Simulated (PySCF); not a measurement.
A structure optimised at ωB97X-D3(BJ)/def2-TZVP, used in a PySCF frequency run:

```
Se
S 1 2.1790
H 2 1.3405 1 97.60
S 1 2.1790 2 103.90 3 86.20
H 4 1.3405 1 97.60 2 86.20
```

Write its SMILES, formula and point group.

S[Se]S, H2S2Se, C2

What are its rotational constants (standard atomic weights)?

7.3308, 2.5413, 1.9366 GHz
